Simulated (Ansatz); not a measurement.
Basis-set extrapolation for FH5Si3 (`F[SiH]1[SiH2][SiH2]1`) (PBE0-D4/def2-TZVP geometry, frozen core, Ansatz). Multiplicity 1, RHF reference.

|  | def2-TZVPP | def2-QZVPP |
| --- | --- | --- |
| HF | -969.229302 | -969.260473 |
| MP2 correlation | -0.609714 | -0.661814 |
| CCSD(T) correlation | -0.685795 | not run |

Energies in hartree. Use E(X) = E(∞) + A·exp(−7.88·√X) for Hartree–Fock and E(X) = E(∞) + B·X^(−2.97) for correlation, with X = 3 and 4, and add CCSD(T) minus MP2 of the smaller set to the MP2 limit.

Q: What is the CCSD(T) energy at the basis-set limit?

A: HF limit: -969.260473 + (-0.031171) × 0.13774 = -969.26477. MP2 limit: -0.661814 + (-0.052100) × 0.74074 = -0.70041. Higher-order term: -0.685795 − (-0.609714) = -0.07608. Total: -970.04126 hartree, 331.2 kJ/mol below CCSD(T)/def2-TZVPP.
